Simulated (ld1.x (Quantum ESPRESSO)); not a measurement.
Results of a calculation; reference values are marked as such.
## Hardness and transferability of assorted potentials

Generated with ld1.x 7.5 (TM, RRKJ, ultrasoft, PAW), atompaw 4.2 or ONCVPSP 4.0.1. The cutoff is in Ry: for ld1.x and atompaw files where the sum of valence levels is converged to 10 mRy in a Bessel basis, for ONCV files where the hardest occupied wave has 1 mHa per electron of residual kinetic energy. The error is the largest all-electron minus pseudo excitation energy over each file’s own four to seven test configurations (ionisations up to +4, promotions, holes and added fractions of an electron), all of which were solved. The labels leave out finer settings (local radius, basis sizes, second energies), which also bear on the numbers. Spin-polarised tests are not counted. The rows are a selection from randomly drawn settings: files with unsolved tests, undetermined cutoffs or missed reference levels are left out.

```tsv
element	potential	cutoff (Ry)	largest error (meV)	bound ghosts
O	ultrasoft, PBE, non-relativistic, rc 0.95/1.35/1.25 (spd), local smoothed, core correction yes, reference 2s2 2p4	40	+409	none
Si	PAW, LDA (PZ), non-relativistic, rc 1.70/2.45/2.25 (spd), local smoothed, core correction yes, reference 3s1.5 3p2.5	10	-62	none
Si	ultrasoft, PBE, scalar-relativistic, rc 1.80/1.60/1.75 (spd), local smoothed, core correction yes, reference 3s2 3p2	8	-8.4	none
Ga	TM, LDA (PZ), scalar-relativistic, rc 1.95/2.40 (sp), local smoothed, core correction no, reference 4s2 4p1	15	+135	none
Nb	RRKJ, PBE, scalar-relativistic, rc 2.85/2.95/2.05 (spd), local s, core correction yes, reference 4d4 5s1 5p0	30	-629	none
Pt	PAW, PBEsol, scalar-relativistic, rc 2.25/3.95/1.95 (spd), local smoothed, core correction yes, reference 5d9 6s0 6p1	30	-274	none
Bi	TM, PBEsol, scalar-relativistic, rc 1.50/1.80/1.55 (spd), local smoothed, core correction no, reference 5d10 6s2 6p2.5	70	+64	none
```

Problem. Fill in the row for N: RRKJ, PBE, non-relativistic, rc 0.85/1.55/1.35 (spd), local s, core correction yes, reference 2s2 2p3.

Solution. cutoff 55 Ry, largest error +788 meV, bound ghosts: none.
